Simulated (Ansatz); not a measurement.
# Relaxing a trial structure of C2H8AlClGe

The starting geometry of this gas-phase triplet was optimised with GFN2-xTB as a singlet; its bonds are those of `[CH3][Al]([Cl])[CH2][GeH3]`.

```xyz
13

C    -0.8929   -1.1775    0.1809
C     1.3903    1.3360    0.8524
Al    0.0126    0.0316    1.4718
Cl   -0.2704   -0.1112    3.4761
Ge    3.0729    0.3452    0.6064
H    -1.9105   -0.8346   -0.0357
H    -0.3740   -1.2478   -0.7783
H    -0.9940   -2.1938    0.5753
H     1.5747    2.1403    1.5754
H     1.1413    1.8105   -0.1026
H     2.9279   -0.7682   -0.3853
H     3.5534   -0.2828    1.8770
H     4.1941    1.2157    0.1061
```

**Question.** Predict what becomes of its bonds when it is optimised with B3LYP/def2-SVP.

**Answer.** It loosens into CH3AlCl + CH5Ge, which stay close as a complex. Contacts that open: C2–Al3 (2.00 → 2.56 Å).

The energy falls by 2.03 eV over 35 steps:

| step | E − E(last) (eV) |
| --- | --- |
| 1 | 2.026 |
| 5 | 0.201 |
| 9 | 0.058 |
| 12 | 0.037 |
| 16 | 0.024 |
| 20 | 0.022 |
| 24 | 0.017 |
| 27 | 0.009 |
| 31 | 0.002 |
| 35 | 0.000 |

Final geometry (Å):

```yaml
atoms:
  - { symbol: C, position_ang: [-0.8806, -0.8240, -0.0058] }
  - { symbol: C, position_ang: [1.4943, 1.2932, 0.6739] }
  - { symbol: Al, position_ang: [-0.6396, 0.2692, 1.6538] }
  - { symbol: Cl, position_ang: [0.3780, -0.7138, 3.2928] }
  - { symbol: Ge, position_ang: [3.0722, 0.1605, 0.8951] }
  - { symbol: H, position_ang: [-1.7405, -1.4880, 0.1934] }
  - { symbol: H, position_ang: [-1.1198, -0.2025, -0.8822] }
  - { symbol: H, position_ang: [0.0055, -1.4436, -0.2158] }
  - { symbol: H, position_ang: [1.3106, 2.1197, 1.3743] }
  - { symbol: H, position_ang: [1.0668, 1.4431, -0.3249] }
  - { symbol: H, position_ang: [2.7341, -1.2969, 0.5377] }
  - { symbol: H, position_ang: [3.6046, 0.2732, 2.3299] }
  - { symbol: H, position_ang: [4.1397, 0.6731, -0.1027] }
```

No frequencies were run, so the end isn't proven a minimum. Open shells are spin-unrestricted. The triplet needn't be the ground state. Run with Ansatz 0.2.0, 6.6 min on 2 threads of Intel(R) Xeon(R) Platinum 8259CL CPU @ 2.50GHz (Skylake/Cascade Lake), on a shared host.
